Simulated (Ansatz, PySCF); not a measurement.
Molecule: SbBr2, net charge 1, singlet state. It need not be the lowest isomer of its formula. 
Geometry from a B3LYP-D3(BJ)/def2-TZVP (Ansatz, an electronic-structure program) optimisation:
```xyz
3

Sb     0.7390     0.4206     0.2536
Br    -0.8886     1.0623    -1.4342
Br    -0.1882    -1.6751     1.0648
```
Charge +1, spin multiplicity 1.

Property: vertical triplet-singlet gap (E(triplet) - E(singlet); each state is the SCF solution reached for its spin), in eV. Cores are frozen in the correlated levels unless marked. Open shells are spin-unrestricted. No spin-orbit coupling. The frozen core is the preceding noble-gas configuration, with the filled d and f shells of earlier blocks. Past Kr the def2 sets carry scalar-relativistic core potentials. CBS marks a two-point X^-3 extrapolation of the correlation energy; Hartree-Fock from the larger set. [CCSD(T)-MP2]/basis is that difference in the basis named.

```json
[
 {"level": "HF/def2-SVPD", "program": "Ansatz", "vertical triplet-singlet gap (eV)": "1.76", "minus last row": "-0.60"},
 {"level": "B3LYP/def2-TZVPD", "program": "Ansatz", "vertical triplet-singlet gap (eV)": "2.28", "minus last row": "-0.08"},
 {"level": "PBE0/def2-TZVPD", "program": "Ansatz", "vertical triplet-singlet gap (eV)": "2.22", "minus last row": "-0.14"},
 {"level": "M06-2X/def2-TZVPD", "program": "PySCF", "vertical triplet-singlet gap (eV)": "1.98", "minus last row": "-0.38"},
 {"level": "wB97M-V/def2-TZVPD", "program": "Ansatz", "vertical triplet-singlet gap (eV)": "2.26", "minus last row": "-0.10"},
 {"level": "wB97X-V/def2-TZVPD", "program": "Ansatz", "vertical triplet-singlet gap (eV)": "2.32", "minus last row": "-0.04"},
 {"level": "B2PLYP/def2-TZVPD", "program": "Ansatz", "vertical triplet-singlet gap (eV)": "2.33", "minus last row": "-0.03"},
 {"level": "CCSD/def2-TZVPPD", "program": "Ansatz", "vertical triplet-singlet gap (eV)": "2.24", "minus last row": "-0.12"},
 {"level": "CCSD(T)/def2-SVPD", "program": "Ansatz", "vertical triplet-singlet gap (eV)": "2.28", "minus last row": "-0.08"},
 {"level": "RI-MP2/CBS(def2-TZVPPD,def2-QZVPPD)+[CCSD(T)-MP2]/def2-TZVPPD", "program": "Ansatz", "vertical triplet-singlet gap (eV)": "2.36", "minus last row": "0.00"}
]
```
